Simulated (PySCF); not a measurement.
Compound: C₅H₈O₂ (charge +1 and doublet state).
Atom-mapped SMILES: `[CH3:1][C:2](=[O:3])[CH2:4][C:5]([CH3:6])=[O+:7]` (hydrogens: H8, H9, H10 on C1; H11, H12 on C4; H13, H14, H15 on C6)

Structure used (GFN2-xTB), in Å, numbered top down from 1:
```
atom  x, y, z in Å
C1    -2.168   -0.494   -0.301
C2    -1.380    0.257    0.700
O3    -1.666    0.568    1.808
C4     0.025    0.728    0.200
C5     0.907   -0.425   -0.251
C6     2.351    0.001   -0.216
O7     0.519   -1.491   -0.595
H8    -3.121   -0.784    0.142
H9    -1.632   -1.394   -0.616
H10   -2.334    0.110   -1.192
H11   -0.124    1.397   -0.656
H12    0.494    1.300    1.005
H13    2.728   -0.224    0.785
H14    2.494    1.060   -0.411
H15    2.902   -0.600   -0.940
```

The hyperfine couplings belong to this conformer and change with its torsions.

The calculation used UKS B3LYP, pcH-1 on C H O, non-relativistic, mean-field spin-orbit, GIAO in PySCF. Isolated species at its GFN2-xTB geometry (one conformer only). A GFN2-xTB geometry isn't a minimum of the functional, and hyperfine couplings can be far from their values at a DFT geometry, by a factor of two or more for some ions and for spin on atoms past the first row. No stability test was run, so a lower SCF solution isn't excluded.

Question: Match the computed a_iso(13C) values +48.5, -44.2, -14.8 MHz (means over equivalent nuclei) with the sites C1/C6; C2/C5; C4.

Answer: 
| site | a_iso (MHz) | ρ(0) (bohr⁻³) | position | distance from O3 (Å) | spin population | largest \|T\| (MHz) |
| --- | --- | --- | --- | --- | --- | --- |
| C1/C6 | +48.5 | +0.0432 | 2 bonds from O3 | 3.47 | +0.08 | 18.7 |
| C2/C5 | -44.2 | -0.0393 | 1 bond from O3 | 2.31 | -0.03 | 13.6 |
| C4 | -14.8 | -0.0131 | 2 bonds from O3 | 2.34 | +0.20 | 48.3 |

Question: Match the computed a_iso(1H) values -14.0, +1.1 MHz (means over equivalent nuclei) with the sites H8 (×6); H11/H12.

Answer: 
```
   site  a_iso (MHz)  ρ(0) (bohr⁻³)                                         position  distance from O3 (Å)  bound to  spin population there  largest |T| (MHz)
H8 (×6)         +1.1        +0.0002                                  3 bonds from O3                  3.93     C1/C6                  +0.08                5.7
H11/H12        -14.0        -0.0031  3 bonds from O3, on C4 of spin population +0.20                  2.72        C4                  +0.20               11.6
```

ρ(0) is the spin density at the nucleus and T the dipolar tensor; entries for several nuclei are means. Largest spin populations (Mulliken): O3 (+0.45), O7 (+0.26), C4 (+0.20) and C6 (+0.09). Three atoms exceed +0.15.

Examples of negative spin density at the nucleus (bohr⁻³): C2/C5 (-0.0393), C4 (-0.0131) and H11/H12 (-0.0031).

Means are taken over nuclei equivalent by connectivity, which assumes that they swap fast. The six 1H nuclei of mean +1.1 MHz run from -9.8 to 14.1 MHz in the frozen geometry. The 17O value of -21.9 MHz is a mean of couplings from -27.5 to -16.3 MHz in this one geometry, not an average over conformers. The 13C value of +48.5 MHz is a mean of couplings from 44.2 to 52.8 MHz in this one geometry, not an average over conformers.

O7, the radical centre as drawn in `CC(=O)CC(C)=[O+]`, holds a spin population of +0.26 out of 1.
